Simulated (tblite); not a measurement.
Species: C6H7NO.
Bonds: C1–C2 (double), C2–C3, C3–C4 (triple), C4–C5, C2–C6, C6–N7, C6–O8 (double). Hydrogens: H9, H10 on C1; H11, H12, H13 on C5; H14, H15 on N7.

A start from a force field or distance geometry was refined with GFN2-xTB geometry optimisation, gas phase (tblite 0.8.0). Values at the start:

| coordinate | start |
| --- | --- |
| C1=C2 | 1.333 Å |
| C1–H9 | 1.081 Å |
| C1–H10 | 1.081 Å |
| C2–C3 | 1.458 Å |
| C2–C6 | 1.443 Å |
| C3≡C4 | 1.208 Å |
| C4–C5 | 1.460 Å |
| C5–H11 | 1.113 Å |
| C6–N7 | 1.431 Å |
| C6=O8 | 1.234 Å |
| N7–H14 | 1.058 Å |
| N7–H15 | 1.036 Å |
| C1–C2–C3 | 116.8° |
| C1–C2–C6 | 124.5° |
| C2–C3–C4 | 177.8° |
| C2–C6–N7 | 116.9° |
| C2–C6–O8 | 119.6° |
| C3–C2–C6 | 118.7° |
| C3–C4–C5 | 178.4° |
| N7–C6–O8 | 123.5° |
| C1–C2–C6–N7 | 179° |

**Question.** How do these coordinates change at the GFN2-xTB level?

**Answer.** 
| coordinate | GFN2-xTB (Å or °) | change |
| --- | --- | --- |
| C6–N7 | 1.354 | -0.077 |
| C2–C6 | 1.501 | +0.058 |
| N7–H14 | 1.005 | -0.053 |
| C2–C3 | 1.415 | -0.043 |
| N7–H15 | 1.006 | -0.030 |
| C5–H11 | 1.090 | -0.023 |
| C6=O8 | 1.212 | -0.022 |
| C4–C5 | 1.444 | -0.016 |
| C1–H10 | 1.076 | -0.005 |
| C3≡C4 | 1.204 | -0.004 |
| C1–H9 | 1.077 | -0.004 |
| C1=C2 | 1.335 | +0.002 |
| C1–C2–C3 | 122.6 | +5.8 |
| C1–C2–C6 | 119.1 | -5.4 |
| C2–C6–O8 | 122.8 | +3.2 |
| C2–C6–N7 | 114.5 | -2.4 |
| C2–C3–C4 | 179.5 | +1.7 |
| N7–C6–O8 | 122.7 | -0.8 |
| C3–C4–C5 | 179.2 | +0.8 |
| C3–C2–C6 | 118.3 | -0.4 |
| C1–C2–C6–N7 | 180 | +1 |

The energy falls by 9.2 kcal/mol over 35 L-BFGS steps, the largest force on an atom goes from 2.85 to 0.008 eV/Å, and the atoms move by 0.084 Å rms after alignment. The bond that changes most is C6–N7 (amide carbonyl carbon to amide nitrogen), which shortens by 0.077 Å. Bonds longer at the end by more than 0.005 Å: 1 of 14; shorter: 8. Rotational constants go from 4015, 1192, 924.4 to 4170, 1192, 932.4 MHz.

Hardware: one thread of an Arm Neoverse V2, no GPU, shared host. Cost: 0.14 s.

GFN2-xTB frequencies show an imaginary mode (22i cm⁻¹), so the point is no minimum at that level. 3 starts were optimised and ended at 0.00, 0.02 and 2.70 kcal/mol (GFN2-xTB); the lowest of these is shown.

The values belong to the conformer `[CH2:1]=[C:2]([C:3]#[C:4][CH3:5])[C:6]([NH2:7])=[O:8]`: C1–C2–C6–N7 180°, H–N7–C6–C2 0°, H–N7–C6–C2 180°.

These are computed values.
